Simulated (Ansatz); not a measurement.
Reaction (ligand exchange at the Sn–Br bond): `[OH][Sn][Br]` + CH₃SH → `C[S][Sn][OH]` + HBr

Computed with Ansatz on PBE0-D4/def2-TZVP structures; ΔE is electronic, products minus reactants. CCSD(T)/CBS is the MP2 limit (def2-TZVPP, def2-QZVPP) plus CCSD(T) − MP2 in def2-TZVPP, frozen cores. This one scheme is used for every species. DFT in def2-TZVPP. Elements past krypton have def2 core potentials. For Br, Sn outer-core shells are correlated without core-valence functions, which leaves a few kJ/mol of doubt a bond. Scalar relativity is left out up to krypton. One conformer a species, not always the lowest.

`[OH][Sn][Br]`:

```xyz
4

O     0.268    0.975    0.147
Sn   -0.931   -0.593    0.159
Br    0.792   -2.172   -0.775
H    -0.129    1.790    0.469
```

CH₃SH:

Cartesian coordinates in Å:
```
C -0.398 0.058 -0.282
S 1.276 -0.507 0.095
H -1.133 -0.402 0.377
H -0.602 -0.259 -1.305
H -0.474 1.144 -0.234
H 1.331 -0.034 1.349
```

`C[S][Sn][OH]`:

Z-matrix (Å, degrees):
```
C
S 1 1.814
H 1 1.091 2 111.4
H 1 1.090 2 107.3 3 -118.3
H 1 1.091 2 111.4 3 123.4
Sn 2 2.440 1 105.4 3 -61.2
O 6 1.980 2 98.8 1 -0.1
H 7 0.961 6 117.2 2 -0.2
```

HBr:

Cartesian coordinates in Å:
```
Br 0.213 0.639 -0.224
H -0.213 -0.639 0.224
```

```
             level  ΔE (kJ/mol)
       LDA (SPW92)         40.2
        r2SCAN0-D4         53.3
SCS-MP2/def2-QZVPP         53.4
    CCSD/CBS(def2)         55.8
```

What does CCSD(T)/CBS give? (Best estimate.)

Ansatz gave: +51.4 kJ/mol. The listed levels differ from it by -11.2, 1.9, 2.0, 4.4 kJ/mol.

Largest T1 diagnostic among the species: 0.016.

From r2SCAN to r2SCAN0 (25 % exact exchange), in def2-TZVPP and without D4, ΔE moves by +3.3 kJ/mol. Leaving LDA and LC-ωPBE aside and taking each functional with its dispersion term where it has one, the values, not all of them listed here, spread over 13.3 kJ/mol, from revPBE-D4 to BHLYP-D4. LDA lies −9.6 kJ/mol from PBE without D4.
